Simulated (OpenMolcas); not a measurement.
## Ru²⁺: effect of the IPEA shift

* Program: OpenMolcas 26.06
* Basis: ANO-R2 [7s5p4d2f1g]
* Scalar Hamiltonian: X2C, finite nucleus
* Active space: 6 electrons in 5 orbitals (4d)
* State averaging: 2S+1 = 5 even, 5 roots; 2S+1 = 3 even, 45 roots; 2S+1 = 1 even, 50 roots
* Spin-orbit coupling: state interaction with AMFI integrals over the reference wave functions, term energies averaged over their components

Methods on the same reference wave functions:
A. CASSCF
B. MS-CASPT2, IPEA 0.25 Eh, imaginary shift 0.1 Eh (closed shells correlated: 4s 4p)
C. MS-CASPT2, IPEA 0.5 Eh, imaginary shift 0.1 Eh (closed shells correlated: 4s 4p)

Energies in cm-1 above 4d6 5D4, the measured ground level; measured values from Moore, Atomic Energy Levels, vol. III, NSRDS-NBS 35 (1971 reprint of NBS Circular 467, 1958).

| Level | A | B | C | Measured |
| --- | --- | --- | --- | --- |
| 4d6 5D4 | 0.0 | 0.0 | 0.0 | 0.0 |
| 4d6 5D3 | 1144 | 1157 | 1153 | 1159 |
| 4d6 5D2 | 1857 | 1846 | 1847 | 1826 |
| 4d6 5D1 | 2312 | 2300 | 2300 | 2266 |
| 4d6 5D0 | 2532 | 2510 | 2520 | 2476 |
| 4d6 3H6 | 17815 | 16080 | 16580 |  |
| 4d6 3H5 | 18222 | 16330 | 16850 |  |
| 4d6 3P2(1) | 19017 | 15710 | 16490 |  |
| 4d6 3F4(1) [54 %] | 20280 | 17750 | 18410 |  |
| 4d6 3F3(1) | 20733 | 17790 | 18550 |  |
| 4d6 3F2(1) | 21276 | 18280 | 19080 |  |
| 4d6 3P1(1) | 22310 | 18990 | 19780 |  |
| 4d6 3G5 | 22583 | 19670 | 20250 |  |
| 4d6 3P0(1) | 23152 | 19710 | 20520 |  |
| 4d6 3G4 | 23702 | 20670 | 21280 |  |
| 4d6 3G3 | 24010 | 20920 | 21560 |  |
| 4d6 1I6 | 27292 | 24730 | 24960 |  |
| 4d6 3D2 | 28546 | 23460 | 24320 |  |
| 4d6 3D1 | 28668 | 23610 | 24500 |  |
| 4d6 3D3 | 28897 | 23790 | 24670 |  |
| 4d6 1G4(1) | 29348 | 25970 | 26410 |  |
| 4d6 1S0(1) | 33767 | 28640 | 29700 |  |
| 4d6 1D2(1) | 35365 | 29950 | 30260 |  |
| 4d6 1F3 | 39722 | 32900 | 33540 |  |

Deviations, from unrounded energies. A percentage is the sum of absolute deviations over the sum of measured energies, with the sign that they share, or ± where signs differ.

```json
{"Against measurement": "mean absolute deviation (cm-1)", "Levels": "4", "A": "37", "B": "21", "C": "25"}
{"Against measurement": "fine structure of the ground term (%)", "Levels": "4", "A": "±1.9", "B": "±1.1", "C": "±1.3"}
```

B, C lie about equally close to measurement and A furthest from it. The largest miss of B in the table is 4d6 5D0, by +35 cm-1. The ranking rests on the paired levels alone, and a cruder setting can come out closer through cancelling errors.

Between B and C the level of the table that moves most is 4d6 1S0(1), by 1100 cm-1 (lowest in B, highest in C). Moves below CASPT2's spread within the term are not significant.

The two smallest mean deviations differ by little beside CASPT2's spread within terms, so their order carries little weight.

From A to B the spin-free energies of the other terms of 4d6 shown, above 5D, scale by factors of 0.81 to 0.90, as is usual when dynamic correlation screens the repulsion within a d or f shell.

The lowest spin-free term lies below A's lowest term by 0.417 hartree in B, 0.406 hartree in C.

CASPT2 does not keep the components of a term degenerate, so their means are used; among the terms shown or strongly mixed into the levels shown the widest spread is 2000 cm-1 (4d6 1F, C). Levels of configurations with an s electron are missing; early in the row they begin among the upper levels of the d shell and mix with terms of their name. Without dynamic correlation excited terms often stand tens of per cent too high (terms of higher spin than the ground term too low), and those without a measured partner can miss by more than the paired ones (holds for A). The CASPT2 spread within a term exceeds the gap to the next term for 4d6 3D and 4d6 1I, 4d6 1I and 4d6 1G(1), so the order of their levels is uncertain (holds for B; C). Computed and measured levels are paired by configuration, term and J; levels that our copy of the source lacks, or whose pairing is in doubt (as where it misses far off the trend of its configuration), stay unpaired and out of the deviations. Levels of configurations outside the active space are missing. The table leaves out levels that lie high or whose names do not pair safely across all columns.

A share in square brackets marks a mixed level and gives the weight of the term that names it, the lowest over the columns. A number in round brackets counts repeated terms of one configuration in the order of the reference energies.
